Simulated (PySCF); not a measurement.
Computed shifts of a molecule C5H6O2, PBE/pcSseg-1 run with PySCF, GIAO, gas phase, atoms alike by connectivity averaged where their shifts nearly agree, in ppm (number of nuclei): ¹³C: 221.8 (1), 175.2 (1), 91.5 (1), 80.5 (1), 38.0 (1). ¹H: 6.03 (1), 6.00 (1), 5.22 (2), 3.58 (1), 3.25 (1). References: ¹³C against TMS (σ = 182.0 ppm); ¹⁷O against H2O (σ = 334.3 ppm); ¹H against TMS (σ = 31.49 ppm), references at their B3LYP-D3(BJ)/def2-TZVP geometries, non-relativistic. Geometry: TPSSh-D3(BJ)/def2-SVP. One conformer was computed; it need not be the lowest.

Task: Pick the molecule that these values belong to.
A. C=C=CCC(=O)O
B. CC1=CC(=O)CO1
C. O=C[C@@H]1CCC1=O
D. C=C1OC=CCO1

Result: A, C=C=CCC(=O)O
